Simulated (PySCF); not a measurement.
Compound: C7H4FIO.
Bonds: O1–C2 (double), C2–F3, C2–C4, C4–C5 (aromatic), C5–C6 (aromatic), C6–C7 (aromatic), C7–C8 (aromatic), C8–C9 (aromatic), C9–I10, C4–C9 (aromatic). Hydrogens: H11 on C5; H12 on C6; H13 on C7; H14 on C8.

Method: PBE0-D3(BJ)/def2-SVP geometry optimisation, gas phase, def2 core potentials past Kr (PySCF 2.14.0); density fitting, grid level 1; the optimiser is geomeTRIC in internal coordinates, started from a GFN2-xTB structure with every atom displaced at random (about 0.01 Å).

Step 0: E = -20167.3026 eV
```
atom  x, y, z in Å  |  force x, y, z in eV/Å
O1      3.1840    0.3973    0.2713   -0.537  -0.056  -0.050
C2      2.2802   -0.3310    0.0067    2.443  -0.794  -0.084
F3      2.5965   -1.6076   -0.3575   -0.248   0.257   0.046
C4      0.8692   -0.1216   -0.0006   -2.711  -0.063  -0.049
C5     -0.0084   -1.1920   -0.3608    0.725   1.254   0.483
C6     -1.3797   -1.0261   -0.3697    0.440  -0.250  -0.021
C7     -1.9234    0.1920   -0.0326   -1.213   0.644  -0.024
C8     -1.1021    1.2608    0.3126   -1.239   0.203   0.215
C9      0.2583    1.1107    0.3571    1.554  -0.268  -0.247
I10     1.3887    2.7890    0.8987   -0.090   0.278   0.112
H11     0.4240   -2.1399   -0.6017    0.338  -0.670  -0.236
H12    -2.0024   -1.8609   -0.6337   -0.437  -0.466  -0.170
H13    -3.0319    0.3383   -0.0530    0.834  -0.094   0.054
H14    -1.5703    2.2102    0.5832    0.143   0.024  -0.029
```

Step 1: E = -20167.4288 eV
```
atom  x, y, z in Å  |  force x, y, z in eV/Å
O1      3.1666    0.2950    0.5024    0.012  -0.196  -0.117
C2      2.3182   -0.3772    0.0193   -0.514   0.494   0.188
F3      2.6190   -1.5184   -0.6079    0.130  -0.145  -0.028
C4      0.8423   -0.1225    0.0082    0.534  -0.136  -0.103
C5     -0.0038   -1.1878   -0.3406   -0.012  -0.119   0.095
C6     -1.3821   -1.0402   -0.3478   -0.079   0.027   0.006
C7     -1.9374    0.1992   -0.0306   -0.032  -0.098  -0.011
C8     -1.1175    1.2708    0.3016    0.219   0.011   0.004
C9      0.2762    1.1228    0.3332   -0.269   0.016   0.009
I10     1.3583    2.8484    0.8481    0.040  -0.043  -0.001
H11     0.4435   -2.1563   -0.5763   -0.013   0.102  -0.034
H12    -2.0244   -1.8888   -0.5944    0.024   0.027  -0.022
H13    -3.0214    0.3347   -0.0375   -0.003   0.014  -0.002
H14    -1.5548    2.2391    0.5424   -0.036   0.046   0.016
```

Problem. Estimate the geometry and energy of step 2. (The exact step hangs on the optimiser's Hessian estimate; all steps are aligned on step 1, rigid shifts and turns removed.)

Solution. E = -20167.4270 eV, largest force 0.461 eV/Å
```
atom  x, y, z in Å  |  force x, y, z in eV/Å
O1      3.1735    0.3096    0.4818   -0.133   0.292   0.081
C2      2.3138   -0.3592    0.0178    0.135  -0.090   0.118
F3      2.6586   -1.5142   -0.5670   -0.312  -0.285  -0.185
C4      0.8435   -0.1310    0.0013    0.173   0.005  -0.038
C5     -0.0113   -1.1937   -0.3372    0.091  -0.048  -0.023
C6     -1.3900   -1.0390   -0.3458   -0.015   0.012   0.004
C7     -1.9440    0.1997   -0.0260    0.001  -0.022  -0.008
C8     -1.1200    1.2704    0.3050    0.084  -0.063  -0.013
C9      0.2696    1.1107    0.3278   -0.072   0.156   0.059
I10     1.3698    2.8232    0.8430    0.010   0.067   0.019
H11     0.4331   -2.1563   -0.5907    0.023  -0.009  -0.015
H12    -2.0329   -1.8824   -0.6045    0.008  -0.003  -0.003
H13    -3.0276    0.3394   -0.0347    0.001  -0.001   0.000
H14    -1.5534    2.2417    0.5493    0.005  -0.012   0.002
```

The energy changes by +0.0019 eV. The first-order estimate −F·Δx gives -0.0219 eV and the mean of the old and new forces, exact on a quadratic surface, +0.0018 eV. The step makes an angle of 75° with the force vector and moves no atom by more than 0.057 Å. The energy falls at the start of this step and ends higher, so the step passed the lowest point of its straight line.

What follows is the cost of the whole optimisation. Time: 3.3 min of wall time; peak memory 0.73 GiB. Hardware: an Arm Neoverse V1 with one thread, no GPU, shared host.
